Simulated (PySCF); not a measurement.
O$_{4}$Os (SMILES [O]=[Os](=[O])(=[O])=[O]), singlet, geometry from GFN2-xTB (such geometries of metal compounds can be far from the true shape) (core potentials on Os). Base run: PBE0/def2-SVP (PySCF).

PySCF was given this input:
```python
from pyscf import gto, scf, dft

mol = gto.M(
    atom='''
Os    0.00000000   -0.00000000    0.00000000
O     1.11279420    0.65835603   -0.97541765
O     0.73850384   -0.82037554    1.18523383
O    -0.93629128   -1.00940387   -0.85302150
O    -0.91500677    1.17142338    0.64320532
''',
    basis='def2-svp',
    ecp={'Os': 'def2-svp'},
    verbose=4,
)

mf = dft.RKS(mol)
mf.xc = 'pbe0'
mf.kernel()
mo_i, mo_e, stable_i, stable_e = mf.stability(internal=True, external=True, return_status=True, nroots=6, tol=1e-6)
print('internally stable:', stable_i, ' externally stable:', stable_e)
if not stable_e:
    umf = mf.to_uhf() if not hasattr(mf, 'xc') else mf.to_uks()
    umf.scf_summary = {}
    umf.kernel(umf.make_rdm1(mo_e, umf.mo_occ))
```

The bond that is stretched is that between atoms 2 and 1. A test that says stable can miss a lower solution.

Each row names what was changed in the base input (with any setting that the change needs).

```csv
change,ΔE vs base (kcal/mol),<S^2>,E after following the instability (Eh),<S^2> there,HOMO-LUMO gap (eV),stability test says,outcome
base,0.000,0.000,-,-,7.41,stable,converged
bond × 1.25,33.29,0.000,-,-,4.75,stable,converged
bond × 1.5,101.9,0.000,-390.82853,0.66,3.27,external instability,converged
bond × 1.8,149.1,0.000,-390.79342,1.01,2.79,external instability,converged
bond × 2.2,-,-,-,-,-,-,not converged
bond × 3.0,-,-,-,-,-,-,not converged
```

Where a bond breaks into two radicals, a solution with restricted orbitals usually stops being the lowest and lies too high; an unrestricted one lies lower at the price of spin contamination, which <S^2> shows.
